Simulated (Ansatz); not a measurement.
Ansatz (a quantum-chemistry and plane-wave program) job for 1-bromo-1,1-dichloroethane (C2H3BrCl2), SMILES CC(Cl)(Cl)Br, PBE-D3(BJ)/def2-SVP. 

Ansatz 0.2 input:
```yaml
crystal:
  periodic: [false, false, false]
  atoms:
    - {symbol: C, position_ang: [-0.69755987, 1.78583380, -0.00000001]}
    - {symbol: C, position_ang: [-0.48430561, 0.28553866, -0.00000000]}
    - {symbol: Cl, position_ang: [-1.22238376, -0.44356161, -1.46278160]}
    - {symbol: Cl, position_ang: [-1.22238376, -0.44356160, 1.46278160]}
    - {symbol: Br, position_ang: [1.45460530, -0.10832504, 0.00000000]}
    - {symbol: H, position_ang: [-0.24078685, 2.22505029, -0.89736060]}
    - {symbol: H, position_ang: [-0.24078685, 2.22505029, 0.89736057]}
    - {symbol: H, position_ang: [-1.77737122, 1.99413561, -0.00000001]}
basis:
  gaussian:
    orbitals: def2-SVP
hamiltonian:
  xc: pbe
  dispersion: d3bj
relax: {f_tol: 0.002, max_steps: 200}
```

Log of the run:

```
WARN ansatz: RAYON_NUM_THREADS=1 ignored (pool sized by the plan → 1); use --threads N
Functional definition: PBE
integrals: 0.06 GiB planned
1225 factors; their error is unknown
mean field: 0.32 GiB planned
mean field evaluation 1: about -97167.7960 eV, gradient 4.7e1 eV
mean field evaluation 2: about -97159.0565 eV, gradient 7.2e1 eV
mean field evaluation 4: about -97172.9803 eV, gradient 5.3e0 eV
mean field evaluation 8: about -97173.0473 eV, gradient 4.0e-2 eV
mean field evaluation 16: about -97172.9479 eV, gradient 4.5e-5 eV
mean field -97172.94787036 eV, -3571.0399680461 hartree, gradient 4.5e-5 eV, S^2 0.000000; 0 other end points of the search recorded, 0 dependent functions left out
the calculation of the forces begins
reference -97172.94790086 eV, -3571.0399691670 hartree; 42, 42 occupied and 69, 69 virtual orbitals, 1225 factors
relax step   1: F+E_penalty+E_count = -97173.20792047 eV  Δ(F+E_penalty+E_count) = +0.000e0 eV  max|allowed force component| = 2.548e-1 eV/Å  Δτ_max = 0.0000 Å  (28 SCF iters, accepted)
these checks for a lower state are left out or cut short: starts, cluster_reference, orbital_swaps, neighbouring_geometries, increment
integrals: 0.06 GiB planned
1225 factors; their error is unknown
mean field: 0.32 GiB planned
mean field -97172.95128250 eV, -3571.0400934398 hartree, gradient 1.9e-5 eV, S^2 0.000000; 0 other end points of the search recorded, 0 dependent functions left out
the calculation of the forces begins
reference -97172.95131303 eV, -3571.0400945618 hartree; 42, 42 occupied and 69, 69 virtual orbitals, 1225 factors
relax step   2: F+E_penalty+E_count = -97173.21103098 eV  Δ(F+E_penalty+E_count) = -3.111e-3 eV  max|allowed force component| = 7.085e-2 eV/Å  Δτ_max = 0.0063 Å  (32 SCF iters, accepted)
these checks for a lower state are left out or cut short: starts, cluster_reference, orbital_swaps, neighbouring_geometries, increment
integrals: 0.06 GiB planned
1225 factors; their error is unknown
mean field: 0.32 GiB planned
mean field evaluation 32: about -97172.9517 eV, gradient 1.9e-5 eV
mean field -97172.95167408 eV, -3571.0401078301 hartree, gradient 1.9e-5 eV, S^2 0.000000; 0 other end points of the search recorded, 0 dependent functions left out
the calculation of the forces begins
reference -97172.95170462 eV, -3571.0401089526 hartree; 42, 42 occupied and 69, 69 virtual orbitals, 1225 factors
relax step   3: F+E_penalty+E_count = -97173.21128110 eV  Δ(F+E_penalty+E_count) = -2.501e-4 eV  max|allowed force component| = 1.789e-2 eV/Å  Δτ_max = 0.0036 Å  (32 SCF iters, accepted)
these checks for a lower state are left out or cut short: starts, cluster_reference, orbital_swaps, neighbouring_geometries, increment
integrals: 0.06 GiB planned
1225 factors; their error is unknown
mean field: 0.32 GiB planned
mean field -97172.95171978 eV, -3571.0401095096 hartree, gradient 6.8e-6 eV, S^2 0.000000; 0 other end points of the search recorded, 0 dependent functions left out
the calculation of the forces begins
reference -97172.95175033 eV, -3571.0401106321 hartree; 42, 42 occupied and 69, 69 virtual orbitals, 1225 factors
relax step   4: F+E_penalty+E_count = -97173.21131396 eV  Δ(F+E_penalty+E_count) = -3.286e-5 eV  max|allowed force component| = 4.853e-3 eV/Å  Δτ_max = 0.0021 Å  (24 SCF iters, accepted)
these checks for a lower state are left out or cut short: starts, cluster_reference, orbital_swaps, neighbouring_geometries, increment
integrals: 0.06 GiB planned
1225 factors; their error is unknown
mean field: 0.32 GiB planned
mean field -97172.95171466 eV, -3571.0401093214 hartree, gradient 4.8e-5 eV, S^2 0.000000; 0 other end points of the search recorded, 0 dependent functions left out
the calculation of the forces begins
reference -97172.95174520 eV, -3571.0401104439 hartree; 42, 42 occupied and 69, 69 virtual orbitals, 1225 factors
relax step   5: F+E_penalty+E_count = -97173.21132062 eV  Δ(F+E_penalty+E_count) = -6.657e-6 eV  max|allowed force component| = 3.294e-3 eV/Å  Δτ_max = 0.0006 Å  (21 SCF iters, accepted)
these checks for a lower state are left out or cut short: starts, cluster_reference, orbital_swaps, neighbouring_geometries, increment
integrals: 0.06 GiB planned
1225 factors; their error is unknown
mean field: 0.32 GiB planned
mean field -97172.95171467 eV, -3571.0401093217 hartree, gradient 2.1e-5 eV, S^2 0.000000; 0 other end points of the search recorded, 0 dependent functions left out
the calculation of the forces begins
reference -97172.95174521 eV, -3571.0401104442 hartree; 42, 42 occupied and 69, 69 virtual orbitals, 1225 factors
relax step   6: F+E_penalty+E_count = -97173.21132079 eV  Δ(F+E_penalty+E_count) = -1.695e-7 eV  max|allowed force component| = 1.802e-3 eV/Å  Δτ_max = 0.0000 Å  (18 SCF iters, accepted)
integrals: 0.06 GiB planned
1225 factors; their error is unknown
mean field: 0.32 GiB planned
mean field evaluation 64: about -97172.9517 eV, gradient 2.0e-2 eV
mean field -97172.95171467 eV, -3571.0401093217 hartree, gradient 2.2e-5 eV, S^2 0.000000; 1 other end points of the search recorded, 0 dependent functions left out
the calculation of the forces begins
reference -97172.95174521 eV, -3571.0401104442 hartree; 42, 42 occupied and 69, 69 virtual orbitals, 1225 factors
Total energy: -97173.21135133 eV, -3571.0496507931 hartree
Atom 0 at    -0.697891     1.786129    -0.000000 Å, force     0.000384    -0.001803     0.000000 eV/Å
Atom 1 at    -0.486345     0.284493    -0.000000 Å, force    -0.001249     0.000901    -0.000000 eV/Å
Atom 2 at    -1.222448    -0.447279    -1.464327 Å, force     0.000211     0.000118     0.000339 eV/Å
Atom 3 at    -1.222448    -0.447279     1.464327 Å, force     0.000211     0.000118    -0.000339 eV/Å
Atom 4 at     1.457864    -0.110233     0.000000 Å, force     0.000591    -0.000104     0.000000 eV/Å
Atom 5 at    -0.237278     2.228292    -0.903612 Å, force    -0.000094     0.000236     0.000078 eV/Å
Atom 6 at    -0.237278     2.228292     0.903612 Å, force    -0.000094     0.000236    -0.000078 eV/Å
Atom 7 at    -1.785147     1.997746    -0.000000 Å, force     0.000040     0.000297     0.000000 eV/Å
Dipole moment:    -0.071872     0.336737     0.000000 e Å
```

The calculation finished and met its thresholds.

Cost: very roughly 19 core-seconds.
